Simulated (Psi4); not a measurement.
trifluoroacetic acid (C2HF3O2), singlet, geometry from GFN2-xTB; Psi4 with BHHLYP/6-31G.

The Psi4 input:
```
memory 2 GB

molecule {
0 1
  O     1.58117628   -0.84821747    0.38900017
  C     0.94347052    0.23215721   -0.01055559
  O     1.42485188    1.27590560   -0.32008031
  C    -0.59069935   -0.04820435   -0.02532297
  F    -1.02806939   -0.38485394    1.19219374
  F    -1.27633644    1.01849029   -0.42372265
  F    -0.88562209   -1.05668212   -0.85174030
  H     2.54539899   -0.71781028    0.41333544
}

set basis 6-31g

energy('bhhlyp')
print_variables()
```

What the program printed (banner, timings and long lists left out):

```
   => Loading Basis Set <=

    Name: 6-31G
    Role: ORBITAL
    Keyword: BASIS

         ---------------------------------------------------------
                                   SCF
               by Justin Turney, Rob Parrish, Andy Simmonett
                          and Daniel G. A. Smith
                              RKS Reference
         ---------------------------------------------------------

  ==> Geometry <==

    Molecular point group: c1
    Full point group: C1

    Geometry (in Angstrom), charge = 0, multiplicity = 1:

       Center              X                  Y                   Z               Mass
    ------------   -----------------  -----------------  -----------------  -----------------
         O            1.631404879522    -0.850740857608     0.393330157395    15.994914619570
         C            0.993699119522     0.229633822392    -0.006225602605    12.000000000000
         O            1.475080479522     1.273382212392    -0.315750322605    15.994914619570
         C           -0.540470750478    -0.050727737608    -0.020992982605    12.000000000000
         F           -0.977840790478    -0.387377327608     1.196523727395    18.998403162730
         F           -1.226107840478     1.015966902392    -0.419392662605    18.998403162730
         F           -0.835393490478    -1.059205507608    -0.847410312605    18.998403162730
         H            2.595627589522    -0.720333667608     0.417665427395     1.007825032230

  Running in c1 symmetry.

  Rotational constants: A =      0.13000  B =      0.08227  C =      0.06846 [cm^-1]
  Rotational constants: A =   3897.28127  B =   2466.44324  C =   2052.32370 [MHz]
  Nuclear repulsion =  336.750322836138992

  Charge       = 0
  Multiplicity = 1
  Electrons    = 56
  Nalpha       = 28
  Nbeta        = 28

  ==> Algorithm <==

  SCF Algorithm Type is DF.
  DIIS enabled.
  MOM disabled.
  Fractional occupation disabled.
  Guess Type is SAD.
  Energy threshold   = 1.00e-06
  Density threshold  = 1.00e-06
  Integral threshold = 1.00e-12

  ==> Primary Basis <==

  Basis Set: 6-31G
    Blend: 6-31G
    Number of shells: 37
    Number of basis functions: 65
    Number of Cartesian functions: 65
    Spherical Harmonics?: false
    Max angular momentum: 1

  ==> DFT Potential <==

   => LibXC <=

    Version 7.1.2
    S. Lehtola, C. Steigemann, M. J. T. Oliveira, and M. A. L. Marques,  SoftwareX 7, 1–5 (2018) (10.1016/j.softx.2017.11.002)

   => Composite Functional: BHANDHLYP <=

    BHandHLYP Hyb-GGA Exchange-Correlation Functional

    A. D. Becke,  J. Chem. Phys. 98, 1372 (1993) (10.1063/1.464304)
    Defined through Gaussian implementation.

    Deriv               =              1
    GGA                 =           TRUE
    Meta                =          FALSE

    Exchange Hybrid     =           TRUE
    MP2 Hybrid          =          FALSE

   => Exchange Functionals <=

    0.5000         Becke 88

   => Exact (HF) Exchange <=

    0.5000               HF

   => Correlation Functionals <=

    1.0000   Lee, Yang & Parr

   => LibXC Density Thresholds  <==

    XC_HYB_GGA_XC_BHANDHLYP:  1.00E-15

   => Molecular Quadrature <=

    Radial Scheme          =       TREUTLER
    Pruning Scheme         =           NONE
    Nuclear Scheme         =       TREUTLER

    Blocking Scheme        =         OCTREE
    BS radius alpha        =              1
    Pruning alpha          =              1
    Radial Points          =             75
    Spherical Points       =            302
    Total Points           =         170285
    Total Blocks           =           1323
    Max Points             =            256
    Max Functions          =             62
    Weights Tolerance      =       1.00E-15

   => Loading Basis Set <=

    Name: (6-31G AUX)
    Role: JKFIT
    Keyword: DF_BASIS_SCF

  ==> Integral Setup <==

  SCF_SUBTYPE=INCORE selected. In-core MEM_DF algorithm will be used.
  Using in-core AOs.

  ==> MemDFJK: Density-Fitted J/K Matrices <==

    J tasked:                   Yes
    K tasked:                   Yes
    wK tasked:                   No
    Algorithm:                 Core
    Schwarz Cutoff:           1E-12
    Mask sparsity (%):       2.6036
    Fitting Condition:        1E-10

   => Auxiliary Basis Set <=

  Basis Set: (6-31G AUX)
    Blend: CC-PVDZ-JKFIT
    Number of shells: 177
    Number of basis functions: 592
    Number of Cartesian functions: 592
    Spherical Harmonics?: false
    Max angular momentum: 3

  Minimum eigenvalue in the overlap matrix is 5.6695541515E-03.
  Reciprocal condition number of the overlap matrix is 1.3355095852E-03.
    Using symmetric orthogonalization.

  ==> Pre-Iterations <==

  SCF Guess: Superposition of Atomic Densities via on-the-fly atomic UHF (no occupation information).

   -------------------------
    Irrep   Nso     Nmo
   -------------------------
     A         65      65
   -------------------------
    Total      65      65
   -------------------------

  ==> Iterations <==

                           Total Energy        Delta E     RMS |[F,P]|

   @DF-RKS iter SAD:  -526.01030488161177   -5.26010e+02   0.00000e+00
   @DF-RKS iter   1:  -526.14187981277405   -1.31575e-01   1.18717e-02 ADIIS/DIIS
   @DF-RKS iter   2:  -525.99438228110887    1.47498e-01   1.58076e-02 ADIIS/DIIS
   @DF-RKS iter   3:  -526.37494643226466   -3.80564e-01   2.07354e-03 ADIIS/DIIS
   @DF-RKS iter   4:  -526.38114884598463   -6.20241e-03   7.83884e-04 ADIIS/DIIS
   @DF-RKS iter   5:  -526.38210581714168   -9.56971e-04   1.14512e-04 ADIIS/DIIS
   @DF-RKS iter   6:  -526.38213844630911   -3.26292e-05   3.04978e-05 DIIS
   @DF-RKS iter   7:  -526.38214132959149   -2.88328e-06   9.04919e-06 DIIS
   @DF-RKS iter   8:  -526.38214155064452   -2.21053e-07   3.72238e-06 DIIS
   @DF-RKS iter   9:  -526.38214158134645   -3.07019e-08   1.35214e-06 DIIS
   @DF-RKS iter  10:  -526.38214158482356   -3.47711e-09   2.74052e-07 DIIS
  Energy and wave function converged.

  ==> Post-Iterations <==

   Electrons on quadrature grid:
      Ntotal   =   56.0000001446 ; deviation = 1.446e-07

    Orbital Energies [Eh]
    ---------------------

    Doubly Occupied:

[...]
      28A     -0.407904

    Virtual:

[...]
      65A      2.637340

    Final Occupation by Irrep:
              A
    DOCC [    28 ]
    NA   [    28 ]
    NB   [    28 ]

  @DF-RKS Final Energy:  -526.38214158482356

   => Energetics <=

    Nuclear Repulsion Energy =            336.7503228361389915
    One-Electron Energy =               -1395.7439374495518223
    Two-Electron Energy =                 563.5487673410340221
    DFT Exchange-Correlation Energy =     -30.9372943124449016
    Empirical Dispersion Energy =           0.0000000000000000
    VV10 Nonlocal Energy =                  0.0000000000000000
    Total Energy =                       -526.3821415848236711

Computation Completed

Properties will be evaluated at   0.000000,   0.000000,   0.000000 [a0]

Properties computed using the SCF density matrix

 Multipole Moments:

 ------------------------------------------------------------------------------------
     Multipole            Electronic (a.u.)      Nuclear  (a.u.)        Total (a.u.)
 ------------------------------------------------------------------------------------

 L = 1.  Multiply by 2.5417464519 to convert [e a0] to [Debye]
 Dipole X            :         -4.3075261            5.3154246            1.0078985
 Dipole Y            :         -0.1340577           -0.2670367           -0.4010943
 Dipole Z            :         -0.2561392            0.4582196            0.2020803
 Magnitude           :                                                    1.1034367

 ------------------------------------------------------------------------------------

  Variable Map:
  ----------------------------------------------------------------------------
[...]
  Array Variable Map:
  ----------------------------------------------------------------------------
[...]
[...]
```
